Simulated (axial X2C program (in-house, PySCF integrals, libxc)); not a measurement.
Nuclear properties of CuC

Calculated with an axial X2C code built on PySCF integrals: two-component X2C with atomic mean-field Coulomb and Gaunt terms, Gaussian nuclei, basis Cu dyall-cv3z, C dyall-v3z with contracted cores.

R = 1.784 Å (near the PBE0 minimum at charge 0 of the determinant lowest at the starting distance; the state shown can have its own minimum elsewhere).

Determinant lowest in the PBE0 search, Ω = 3/2 (⟨Sz⟩ = 1.50, ⟨Lz⟩ = 0.00 at PBE0), spin on the atoms Cu 0.26, C 1.24:

```tsv
level	Eeff magnitude (GV/cm)	Ws magnitude Cu (kHz)	A∥/gI Cu (MHz)	qzz Cu (a.u.)	A∥/gI C (MHz)	qzz C (a.u.)	μ (D)
PBE0	0.518	0.121	874	0.71	64.2	0.28	-3.67
HF	0.712	0.184	514	-0.46	86.5	0.11	-4.87
BP86	0.168	0.0329	29.2	1.32	66.3	-0.62	-2.27
PBE	0.172	0.0341	28.3	1.30	64	-0.61	-2.34
PBE50	0.68	0.17	754	0.27	63.3	0.22	-4.17
```

Determinant 0.16 eV from it at PBE0 and this distance, Ω = 1/2 (⟨Sz⟩ = -0.50, ⟨Lz⟩ = 1.00 at PBE0), spin on the atoms Cu 0.03, C -0.53:

| level | Eeff magnitude (GV/cm) | Ws magnitude Cu (kHz) | A∥/gI Cu (MHz) | qzz Cu (a.u.) | A∥/gI C (MHz) | qzz C (a.u.) | μ (D) |
| --- | --- | --- | --- | --- | --- | --- | --- |
| PBE0 | 0.298 | 0.209 | 754 | 0.86 | 314 | -0.75 | -2.87 |
| HF | 0.899 | 0.672 | 1640 | -0.37 | 263 | -0.87 | -2.55 |
| BP86 | 0.224 | 0.145 | 671 | 1.32 | 295 | -0.61 | -2.27 |
| PBE | 0.231 | 0.152 | 682 | 1.30 | 299 | -0.61 | -2.34 |
| PBE50 | 0.309 | 0.212 | 759 | 0.34 | 320 | -0.88 | -3.48 |

Eeff is the effective electric field on the electron electric dipole moment in this Ω state and Ws the scalar–pseudoscalar constant of the nucleus named (defined with the proton number Z and per Ω); A∥ (defined per Ω) follows by multiplying with gI = μI/(I μN); qzz is the electric field gradient, eQq0 = 234.96 MHz × Q/barn × qzz; μ is positive if the C end (last atom) is positive. The operators were transformed with the bare-nucleus X2C matrices; with these basis sets, hyperfine constants and field gradients can be off by tens of per cent, and where levels differ in sign neither size nor sign is settled.

(1) With gI(13C) = 1.4048 (g factors from the IAEA table of nuclear moments by Stone), turn the PBE0 values of the first state into constants in MHz.

Each state is one determinant with collinear spin, which with several unpaired electrons need not be a pure state. Unrestricted Hartree–Fock can overshoot spin polarisation at the nuclei. This is the top spin component of a Σ state; components of lower Ω are not single determinants and can lie lower. With several open shells hyperfine constants can be off by a factor of several. Where Eeff spreads by more than a factor of two the levels disagree and none is to be relied on. At BP86, PBE a later determinant lies lower. States lie within half an eV, so the first need not be the ground state. Further determinants of the search, some of them spin-mixed, are not shown. Where a field gradient or hyperfine factor spreads by more than a factor of two over the levels, a constant derived from it is not to be relied on. PBE0 term energies can be off by some tenths of an eV.

Results:

(1) A∥(13C) = 64.2 × 1.4048 = 90.2 MHz.
